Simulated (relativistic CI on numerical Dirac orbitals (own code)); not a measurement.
A ladder of approximations for the levels of Ar III

Calculated with a relativistic CI code on KLI orbitals (one set per configuration, finite nucleus), adding one ingredient at a time: step 1, Dirac-Coulomb, each configuration alone; step 2, with Breit and QED terms; step 3, with configuration mixing; step 4, with scaled Slater integrals (0.85); step 5, with a P86 correlation estimate; step 6, tied to the ionisation limit. P86 is a density functional for the correlation energy, evaluated here for each configuration and added to its levels. Step 6 is semi-empirical: configurations made of the next ion and one excited electron move by -11979 cm⁻¹, so that their limit matches the tabulated ionisation energy, and those with a non-penetrating f or g electron also take the P86 value of the least penetrating other one.

Configuration list (outside the closed core [Ne]): 3s2.3p4, 3s.3p5, 3s2.3p3.3d, 3s2.3p3.4s, 3s2.3p3.4p, 3p6, 3s.3p4.3d, 3s2.3p3.4d, 3s2.3p3.5s, 3s2.3p3.5p, 3s2.3p3.4f, 3s2.3p2.3d.4p, 3s2.3p2.3d2, 3s2.3p.3d3, 3s2.3p.3d2.4s, 3s2.3p.3d2.4p, 3s.3p2.3d3, 3s2.3p.3d2.4d, 3p4.3d2, 3p3.3d3, 3p3.3d2.4s, 3p3.3d2.4p, 3p3.3d2.4d, 3s2.3p2.4s2, 3s2.3p.3d.4s2, 3s2.3p.4s2.4p, 3s.3p2.3d.4s2, 3s2.3p.4s2.4d.

Computed minus measured energy above the ground level, in cm⁻¹, for 16 of the 62 excited levels that pair in every step (one J of a term; a digit in brackets numbers repeated terms):

```tsv
Configuration	Term	J	Measured	Step 1	Step 2	Step 3	Step 4	Step 5	Step 6
3s2.3p4	3P	1	1112	44	6	-28	-14	-14	-14
3s2.3p4	1D	2	14010	2944	2919	2097	-73	-70	-65
3s2.3p4	1S	0	33266	8197	8182	1903	-2062	-2040	-2035
3s.3p5	3P°	2	113801	25720	25620	10224	13124	13976	10541
3s2.3p3.3d	5D°	1	144885	-7086	-7185	7637	9195	10886	-1002
3s2.3p3.3d	3G°	3	172100	-1974	-2077	12282	9211	10894	-987
3s2.3p3.4s	5S°	2	174378	-7342	-7381	4410	4551	9677	-2137
3s2.3p3.3d	1G°	4	175666	-435	-554	14368	10404	12083	192
3s2.3p3.3d	1D°	2	179530	660	547	14577	10070	11763	-115
3s2.3p3.4s	3S°	1	180678	-5458	-5497	5637	4675	9803	-1997
3s2.3p3.4s	3D°	1	196591	-2091	-2121	9561	5480	10552	-1256
3s2.3p3.4s	1D°	2	199763	-1127	-1168	9982	5511	10624	-1177
3s2.3p3.4p	5P	1	204570	-8230	-8283	4984	4741	10374	-1487
3s2.3p3.4p	1P	1	223663	-2776	-2818	9868	6029	11666	-184
3s2.3p3.4p	3D	2	225149	-3348	-3403	9606	5601	11235	-620
3s2.3p3.4p	3F	2	226357	-3399	-3448	9621	5438	11072	-783
```

Mean absolute errors in cm⁻¹, over all paired levels and for the configurations:

| Configuration, levels | Step 1 | Step 2 | Step 3 | Step 4 | Step 5 | Step 6 |
| --- | --- | --- | --- | --- | --- | --- |
| all, 62 | 5567 | 5571 | 10702 | 7459 | 10539 | 1438 |
| 3s2.3p4, 4 | 2817 | 2783 | 1014 | 543 | 537 | 534 |
| 3s.3p5, 3 | 25791 | 25659 | 10226 | 13125 | 13978 | 10536 |
| 3s2.3p3.3d, 30 | 4879 | 4874 | 13716 | 9534 | 11320 | 1006 |
| 3s2.3p3.4s, 10 | 3740 | 3748 | 9558 | 5506 | 10536 | 1177 |
| 3s2.3p3.4p, 15 | 4850 | 4909 | 8115 | 5322 | 10958 | 898 |

Measured levels: Saloman, J. Phys. Chem. Ref. Data 39, 033101 (2010).

What does each ingredient do to the ground and the excited configurations, and where is the model closest to experiment?

Terms of the ground configuration are off by 2817 at first, 1014 with mixing and 543 after scaling, which stands in for the correlation that narrows term splittings. The Breit and QED terms change the top of the ground term (measured 1570) from 1651 to 1596. Mixing lowers the ground level by 18970, with 3s.3p4.3d as its largest admixture; relative to it the configurations that move most are 3s.3p5 by -15433, 3s2.3p3.4p by +13024, 3s2.3p3.3d by +12224. Configurations whose own partners of that kind are not in the list rise by much of that lowering, so a short list can trade one imbalance for another. The P86 estimate moves 3s2.3p3.4p by +5636, 3s2.3p3.4s by +5030, 3s2.3p3.3d by +1785, and takes the mean absolute error of the excited configurations from 7936 to 11229; it adds to levels that were already too high. Step 6 takes that error from 11229 to 1500; the error more than halves for 3s2.3p3.3d, 3s2.3p3.4s, 3s2.3p3.4p. The mean absolute error is lowest at step 6 (1438 cm⁻¹), and the largest single drop is from step 5 to 6 (10539 to 1438).
